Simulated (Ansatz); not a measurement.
NO, doublet, geometry from GFN2-xTB; CCSD/6-31G** run with Ansatz (a program for electronic structure).

Here is a job for Ansatz.
Ansatz 0.2 input:
```yaml
crystal:
  periodic: [false, false, false]
  atoms:
    - {symbol: N, position_ang: [-0.00000000, -0.00000000, -0.61625478]}
    - {symbol: O, position_ang: [0.00000000, 0.00000000, 0.53922293]}
basis:
  gaussian:
    orbitals: 6-31G__.json
magnetization: {spin_polarized: true, initial_magnetization: 1}
correlation: {method: ccsd}
```
The basis file holds 6-31G** in the JSON format of the Basis Set Exchange.

What the program printed (banner, timings and long lists left out):

```
Functional definition: HF
265 factors; integrals over basis functions are off by at most 6.8e-4 eV
mean field evaluation 1: about -3516.2640 eV, gradient 1.2e1 eV
mean field evaluation 2: about -3516.2679 eV, gradient 1.2e1 eV
mean field evaluation 4: about -3516.9092 eV, gradient 2.8e0 eV
mean field evaluation 8: about -3516.9489 eV, gradient 2.5e-1 eV
mean field evaluation 16: about -3516.2634 eV, gradient 1.2e1 eV
mean field evaluation 32: about -3516.9654 eV, gradient 2.8e-3 eV
mean field evaluation 64: about -3516.8591 eV, gradient 3.9e0 eV
mean field evaluation 96: about -3516.9654 eV, gradient 8.5e-3 eV
mean field -3516.96535378 eV, -129.2460928665 hartree, gradient 6.5e-7 eV, S^2 0.806127; 5 other end points of the search recorded, 0 dependent functions left out
2 core orbitals not correlated
reference -3516.96535378 eV, -129.2460928665 hartree; 6, 5 occupied and 22, 23 virtual orbitals, 265 factors
second order -8.47075701 eV of doubles, -0.00000000 eV of singles
cycle   1  -8.29058235 eV  change    1.8e-1 eV  update   9.4e-2
cycle   2  -8.64068184 eV  change   -3.5e-1 eV  update   3.4e-2
cycle   3  -8.76648396 eV  change   -1.3e-1 eV  update   2.3e-2
cycle   4  -8.76779486 eV  change   -1.3e-3 eV  update   9.8e-3
cycle   5  -8.77169369 eV  change   -3.9e-3 eV  update   4.5e-3
cycle   6  -8.77173726 eV  change   -4.4e-5 eV  update   1.4e-3
cycle   7  -8.77218883 eV  change   -4.5e-4 eV  update   4.0e-4
cycle   8  -8.77211681 eV  change    7.2e-5 eV  update   1.6e-4
cycle   9  -8.77217523 eV  change   -5.8e-5 eV  update   7.5e-5
cycle  10  -8.77220786 eV  change   -3.3e-5 eV  update   2.4e-5
cycle  11  -8.77220278 eV  change    5.1e-6 eV  update   6.6e-6
WARN: the results are in doubt because among natural orbitals full CI differs from the method by -0.094 eV
Total energy: -3525.73755655 eV, -129.5684653725 hartree
In doubt: among natural orbitals full CI differs from the method by -0.094 eV
```
